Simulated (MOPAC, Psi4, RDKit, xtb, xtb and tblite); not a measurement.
Two geometries of SMILES CS[SiH2][SiH2][SeH], relaxed at GFN2-xTB with one dihedral held; other torsions can differ between them too.

Structure A

```
13

C      0.7851     2.8831    -4.8199
S      0.4834     1.5464    -3.6286
Si     2.3003     1.6471    -2.4952
Si     2.0667     0.0674    -0.8280
Se     4.0803    -1.0429    -0.7974
H      0.9024     3.8224    -4.2888
H      1.6744     2.6599    -5.4008
H     -0.0824     2.9278    -5.4696
H      3.3984     1.4420    -3.4441
H      2.4190     3.0262    -2.0115
H      1.0528    -0.9717    -1.0039
H      1.9007     0.6215     0.5179
H      3.7340    -1.9694     0.2345
```

Structure B

```
13

C      1.0450    -1.3265    -2.3762
S      1.3670     0.0670    -1.2483
Si    -0.1494    -0.2884     0.2425
Si    -2.2749     0.1755    -0.5990
Se    -2.1703     0.8836    -2.7848
H      0.0472    -1.2418    -2.7988
H      1.1548    -2.2627    -1.8380
H      1.7851    -1.2640    -3.1668
H      0.2772     0.6018     1.3113
H      0.0145    -1.6822     0.6551
H     -3.1581    -0.9888    -0.6791
H     -2.9709     1.2250     0.1472
H     -0.7952     1.3025    -2.7249
```

Q: Which is lower in energy at the level Psi4 with DF-MP2 (frozen core)/cc-pVTZ // GFN2-xTB, and by how much?

A: B is lower, by 11.24 kJ/mol (dihedral S2–Si3–Si4–Se5: 135° in A, 0° in B).

E(B) − E(A) in kJ/mol at the other levels, on the same two geometries: GFN2-xTB (xtb and tblite) 3.82; PBE0/def2-TZVP // GFN2-xTB (Psi4) -7.75; PBE0-D3(BJ)/def2-TZVP // GFN2-xTB (Psi4) -12.29; PBE/def2-TZVP // GFN2-xTB (Psi4) -9.45; PBE-D3(BJ)/def2-TZVP // GFN2-xTB (Psi4) -14.01; wB97X-D/def2-TZVP // GFN2-xTB (Psi4) -9.82; HF/cc-pVTZ // GFN2-xTB (Psi4) 1.40; UFF // GFN2-xTB (RDKit) 0.25; PM6, restricted, heats of formation // GFN2-xTB (MOPAC) 8.22; PM7, restricted, heats of formation // GFN2-xTB (MOPAC) 10.35; GFN1-xTB // GFN2-xTB (xtb) 1.43.
